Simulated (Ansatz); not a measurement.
`[BH2][AlH][CH3]` + H₂Te → `[CH3][AlH][TeH]` + BH₃ at 500 K and 1 bar (cleavage of the Al–B bond).

Computed with Ansatz on PBE0-D4/def2-TZVP structures; ΔE is electronic, products minus reactants. CBS: MP2 limit from def2 TZ/QZ plus the TZ coupled-cluster correction, frozen cores. This one scheme is used for every species. def2 core potentials past Kr. For Te outer-core shells are correlated without core-valence functions, which leaves a few kJ/mol of doubt a bond.

| species | CCSD(T)/CBS energy (Eh) | H − E (kJ/mol) | S (J/(mol·K)) |
| --- | --- | --- | --- |
| `[BH2][AlH][CH3]` | -308.41798 | 201.4 | 377.9 |
| H₂Te | -268.91024 | 48.9 | 247.6 |
| `[CH3][AlH][TeH]` | -550.83681 | 170.1 | 396.1 |
| BH₃ | -26.55200 | 86.8 | 208.8 |

H − E and S are ideal-gas, rigid-rotor, harmonic terms from PBE0-D4/def2-TZVP, for one conformer and one mirror image of each species. 1 Eh = 2625.50 kJ/mol, R = 8.31446 J/(mol·K).

Problem. By hand: ΔE, ΔH, ΔS and ΔG.

Solution. ΔE = (-550.83681) + (-26.55200) − (-308.41798) − (-268.91024) = -0.06059 Eh = -159.1 kJ/mol. Δ(H − E) = 170.1 + 86.8 − 201.4 − 48.9 = 6.6, so ΔH = -152.5 kJ/mol. ΔS = 396.1 + 208.8 − 377.9 − 247.6 = -20.6 J/(mol·K). ΔG = -152.5 − 500 × (-20.6)/1000 = -142.2 kJ/mol.

Problem. By hand: the equilibrium constant, and the temperature at which ΔG would vanish if ΔH and ΔS stayed fixed.

Solution. log₁₀ K = −ΔG/(RT ln 10) = 14.9. ΔG = 0 at ΔH/ΔS = 7403 K, far beyond where these terms or the molecules hold.

ΔH outweighs TΔS. A doubt of 5 kJ/mol in ΔE shifts log₁₀ K by 0.5 here. Other conformers and mirror images would add mixing entropy, several J/(mol·K) or more a flexible species. Modes under 60 cm⁻¹, often nearly free rotors, make the harmonic entropy too high. These are equilibria of isolated gas molecules and say nothing of rates. Largest T1 diagnostic: 0.010 (customary marks: 0.02 for closed shells, 0.045 for open ones).
